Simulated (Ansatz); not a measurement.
```xyz
9

C     0.2058   -1.3091   -0.9582
Se   -1.0339   -0.9733    0.5265
Ge   -0.2737    1.1501    0.9384
F     1.3941    1.2241    1.3299
F    -1.1134    1.8848    2.2333
F    -0.4153    2.2079   -0.4038
H     0.0240   -0.6060   -1.7669
H     1.2339   -1.2579   -0.6095
H    -0.0216   -2.3207   -1.2898
```

Charge 0, multiplicity 1.

**Question.** List the B3LYP/def2-TZVPP orbital energies in eV (the Gaussian-basis code of Ansatz). (An estimate is asked.)

**Answer.** The calculation gave: Occupied: -12352.06, -10852.72, -1581.39, -1419.56, -1419.53, -1419.46, -1356.89, -1207.81, -1207.80, -1207.80, -671.73, -671.65, -671.64, -278.44, -213.68, -171.64, -157.76, -157.68, -157.45, -121.92, -121.90, -121.88, -58.55, -58.54, -58.35, -58.28, -58.24, -35.95, -35.94, -35.54, -35.42, -35.41, -32.59, -31.61, -31.52, -21.62, -18.43, -15.90, -13.50, -13.41, -13.10, -12.61, -12.32, -12.00, -11.96, -11.62, -11.55, -11.37, -10.61, -9.53, -7.52. Lowest empty: -1.79, -0.94, 0.65, 1.00, 1.30, 1.85, 2.49, 2.78.

B3LYP here is the variant with VWN-RPA as its local correlation; programs differ in this.
